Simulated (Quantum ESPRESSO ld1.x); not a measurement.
Valence configurations of Rh I (all share [Kr]). Calculated with ld1.x of Quantum ESPRESSO 7.5: Dirac Kohn-Sham, PBEsol, spin-unpolarised, spherical densities, point nucleus; open shells fill j = l - 1/2 first. Energies are relative to 4d8 5s1; eigenvalues in eV.

valence          E (eV)  e(4d3/2)  e(4d5/2)  e(5p1/2)  e(5s1/2)
4d8 5s1           0.000    -6.159    -5.767         -    -4.319
4d7 5s2           2.257    -8.890    -8.466         -    -5.351
4d8 5p1           3.567    -7.762    -7.365    -1.737         -
4d6 5s2 5p1      10.871   -13.276   -12.813    -2.630    -7.278
4d7 5s1 5p1       6.319   -10.367    -9.938    -2.162    -6.330
4d9              -0.745    -3.803    -3.442         -         -
4d6 5s1.5 5p1.5  13.218   -13.906   -13.441    -2.933    -7.669
4d7.5 5s1 5p0.5   2.799    -8.290    -7.880    -1.566    -5.384
4d7 5p2          10.581   -11.652   -11.218    -2.781         -
4d8.5 5s0.5      -0.541    -4.926    -4.550         -    -3.819

NIST lists [Kr] 4d8 5s1 as the ground configuration; this level of theory puts 4d9 lower, by 0.745 eV. The energies are those of spherical spin-averaged densities, not of single terms.
